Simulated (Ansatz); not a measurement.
Start from `OC1(F)BS1` and change one atom or group to get `FC1BS1`.

Ansatz, PBE0-D4/def2-TZVP geometries, multiplicity 1. Each molecule was computed in one conformer, which needn't be the lowest.

```json
{"property": "HOMO energy (ωB97M-V/def2-TZVPP) / eV", "`OC1(F)BS1`": "-9.89"}
{"property": "HOMO–LUMO gap (PBE/def2-TZVPP) / eV", "`OC1(F)BS1`": "3.89"}
{"property": "HOMO–LUMO gap (ωB97M-V/def2-TZVPP) / eV", "`OC1(F)BS1`": "10.27"}
{"property": "HOMO energy (B3LYP/def2-TZVPP) / eV", "`OC1(F)BS1`": "-7.55"}
{"property": "LUMO energy (PBE/def2-TZVPP) / eV", "`OC1(F)BS1`": "-2.60"}
{"property": "HOMO–LUMO gap (PBE0/def2-TZVPP) / eV", "`OC1(F)BS1`": "6.10"}
```

Question: What does the change do to each property? (Best estimate.)

Answer: Computed: 
| property | `FC1BS1` | shift |
| --- | --- | --- |
| HOMO energy (ωB97M-V/def2-TZVPP) / eV | -10.46 | -0.57 |
| HOMO–LUMO gap (PBE/def2-TZVPP) / eV | 4.23 | 0.34 |
| HOMO–LUMO gap (ωB97M-V/def2-TZVPP) / eV | 10.77 | 0.50 |
| HOMO energy (B3LYP/def2-TZVPP) / eV | -8.04 | -0.49 |
| LUMO energy (PBE/def2-TZVPP) / eV | -2.68 | -0.08 |
| HOMO–LUMO gap (PBE0/def2-TZVPP) / eV | 6.53 | 0.43 |

With PBE0 the HOMO falls by 0.50 eV and the LUMO falls by 0.07 eV, so the gap widens by about 0.43 eV. PBE moves the HOMO by -0.41 eV and ωB97M-V by -0.57 eV. The zero-point energy changes by -11.2 kJ/mol with -3 modes.

B3LYP here is the variant with VWN-RPA as its local correlation; programs differ in this.
